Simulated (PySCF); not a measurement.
hydrogen telluride cation (H₂Te), SMILES [TeH2] (connectivity only; charge and spin as stated), charge +1, multiplicity 2.

Geometry: PBE0-D3(BJ)/def2-TZVPD. The spin state was assumed, not searched. The def2 effective core potentials stand for the cores of Te; spin–orbit coupling is left out.

All values below come from M06-2X/def2-TZVPD in PySCF.

Gas-phase values at a fixed geometry.

Computed frontier levels, dipole moment and polarisability:
```yaml
"α spin, highest occupied and lowest empty level": -16.37 and -6.55 eV
"β spin, highest occupied and lowest empty level": -17.63 and -10.21 eV
dipole_moment_about_the_centre_of_nuclear_charge: 0.91 D
mean_static_polarisability: 28.7 bohr³ (4.25 Å³)
polarisability_principal_values: 24.2, 30.1, 31.8 bohr³
"⟨S²⟩": 0.760 (pure state 0.75)
```
